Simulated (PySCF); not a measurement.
Two-photon absorption: SMILES S=CC=C=C=Cc1cccs1, C₉H₆S₂

Geometry:
```csv
atom,x (Å),y (Å),z (Å)
S1,4.711,2.140,-0.468
C2,3.270,1.395,-0.282
C3,3.033,0.261,0.564
C4,1.823,-0.311,0.679
C5,0.686,-0.843,0.783
C6,-0.526,-1.401,0.888
C7,-1.696,-0.949,0.188
C8,-1.831,0.104,-0.705
C9,-3.148,0.242,-1.193
C10,-4.007,-0.700,-0.673
S11,-3.215,-1.757,0.411
H12,2.384,1.758,-0.828
H13,3.883,-0.138,1.130
H14,-0.639,-2.265,1.554
H15,-0.991,0.742,-0.984
H16,-3.461,1.008,-1.904
H17,-5.070,-0.821,-0.878
```

Computed, not measured: PySCF, TDDFT CAM-B3LYP/aug-cc-pVDZ excited states, vertical, gas phase. Geometry: PBE0-D3(BJ)/def2-SVP.

Give the one- and two-photon strengths of the lowest singlets.

δ for parallel linear polarisation; σ at the peak of a Lorentzian of half width 0.1 eV, single beam; Ω is circular over linear.
```
state  E (eV)      f  photon λ (nm)  δ (au)  σ (GM)     Ω                                    main
   S1    2.02  0.000           1226    0.72    0.00  1.50    HOMO−1→LUMO 0.84, HOMO−1→LUMO+1 0.13
   S2    3.10  1.091            800    3510   12.36  0.60                          HOMO→LUMO 0.96
   S3    3.65  0.000            680    0.22    0.00  1.44                        HOMO−4→LUMO 0.96
   S4    4.50  0.041            551    1600   11.89  0.66                        HOMO−2→LUMO 0.94
   S5    4.72  0.110            526   20800  169.18  0.67      HOMO−3→LUMO 0.86, HOMO→LUMO+1 0.09
   S6    4.76  0.000            521    6.99    0.06  1.50  HOMO−1→LUMO+1 0.62, HOMO−1→LUMO+6 0.18
```

Among these, the strongest one-photon state is S2, the strongest two-photon state S5, with a dipole change of 0.6 D (relaxed, norm of the difference vector).
